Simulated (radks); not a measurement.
The numbers below are computed, except where a source is named.
Valence configurations of Tm+ (all share [Xe]). Code: a radial shooting solver on a logarithmic mesh with Libxc functionals. Model: scalar-relativistic Kohn-Sham, PBE, spin-polarised, spherical densities, point nucleus; open shells are filled with parallel spins first (spin-orbit coupling, left out, can overturn this in heavy ions). Energies are relative to 4f13 6s1; eigenvalues in eV for spin up.

| valence | E (eV) | moment (Bohr magnetons) | e(4f) | e(5d) | e(6p) | e(6s) |
|---|---|---|---|---|---|---|
| 4f13 6s1 | 0.000 | 2 | -10.097 | - | - | -9.525 |
| 4f12 5d1 6s1 | 4.489 | 4 | -16.879 | -8.556 | - | -10.470 |
| 4f13 5d1 | 2.760 | 2 | -8.624 | -5.939 | - | - |
| 4f12 6s2 | 3.565 | 2 | -19.160 | - | - | -10.845 |
| 4f12.5 6s1 6p0.5 | 2.646 | 3 | -15.076 | - | -6.760 | -10.859 |
| 4f13.5 6s0.5 | 0.696 | 1 | -6.436 | - | - | -8.573 |
| 4f14 | 2.373 | 0 | -3.696 | - | - | - |
| 4f13 5d0.5 6s0.5 | 1.359 | 2 | -9.319 | -6.365 | - | -9.129 |
| 4f13 6s0.5 6p0.5 | 1.868 | 2 | -10.823 | - | -6.168 | -9.908 |
| 4f13 6p1 | 3.729 | 2 | -11.537 | - | -6.560 | - |

NIST lists [Xe] 4f13 6s1 as the ground configuration; this level of theory agrees among the configurations tried. The energies are those of spherical high-spin densities, not of single terms.
